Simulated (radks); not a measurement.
Valence configurations of Mn I (all share [Ar]). Calculated with a radial shooting solver on a logarithmic mesh with Libxc functionals: Dirac Kohn-Sham, PBE, spin-unpolarised, spherical densities, finite nucleus; open shells are shared between the two j in proportion to 2j + 1; Fermi nuclear charge, rms radius 3.7057 fm. Energies are relative to 3d5 4s2; eigenvalues in eV.

\begin{tabular}{lrrrrrr}
valence & E (eV) & e(3d3/2) & e(3d5/2) & e(4p1/2) & e(4p3/2) & e(4s1/2) \\ \hline
3d5 4s2 & 0.000 & -6.842 & -6.724 & - & - & -5.107 \\
3d3 4s2 4p2 & 21.033 & -20.062 & -19.911 & -3.812 & -3.723 & -9.085 \\
3d5.5 4s1.5 & -0.482 & -4.959 & -4.848 & - & - & -4.582 \\
3d5 4s1 4p1 & 3.857 & -8.406 & -8.287 & -2.150 & -2.103 & -6.093 \\
3d4 4s2 4p1 & 7.800 & -13.076 & -12.942 & -2.665 & -2.602 & -7.187 \\
3d5.5 4s0.5 4p1 & 3.097 & -6.512 & -6.400 & -1.930 & -1.890 & -5.604 \\
3d5 4p2 & 7.929 & -9.768 & -9.648 & -2.763 & -2.710 & - \\
3d6 4s1 & -0.358 & -3.437 & -3.333 & - & - & -4.133 \\
3d4.5 4s2 4p0.5 & 3.277 & -9.858 & -9.732 & -2.058 & -2.007 & -6.179 \\
3d4 4p3 & 17.274 & -15.685 & -15.549 & -3.772 & -3.697 & - \\
\end{tabular}

NIST lists [Ar] 3d5 4s2 as the ground configuration; this level of theory puts 3d5.5 4s1.5 lower, by 0.482 eV. The energies are those of spherical spin-averaged densities, not of single terms.
